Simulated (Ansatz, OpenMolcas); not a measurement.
# A ladder of methods for CH2FNOSn (SMILES O=C=[N][SnH2][F])

CH2FNOSn has 7 atoms, charge 0, and is taken as a singlet. SMILES: `O=C=[N][SnH2][F]`. Geometry: relaxed at PBE0-D4/def2-TZVP. This is one conformer, not always the lowest.

Each level gives the vertical energy of the triplet above the singlet (eV). The values are calculated.

```tsv
level	kind	program	value (eV)	CPU time (all runs)
BLYP/def2-SVP (core potential)	GGA	OpenMolcas	5.48	2.1 min
B3LYP/def2-SVP (core potential)	global hybrid	OpenMolcas	6.01	1.9 min
BHLYP/def2-SVP (core potential)	global hybrid	OpenMolcas	6.32	2.2 min
CAM-B3LYP/def2-SVP (core potential)	range-separated hybrid	Ansatz	6.30	49 s
HSE06/def2-SVP (core potential)	range-separated hybrid	Ansatz	6.12	78 s
wB97M-V/def2-SVP (core potential)	range-separated hybrid	Ansatz	6.55	5.2 min
B2PLYP/def2-SVP (core potential)	double hybrid	Ansatz	6.55	84 s
PBE-QIDH/def2-SVP (core potential)	double hybrid	Ansatz	6.78	82 s
```

Spin-orbit coupling is left out. The values span 5.48 to 6.78 eV. CPU times are rough (shared hosts, several kinds of processor and program).
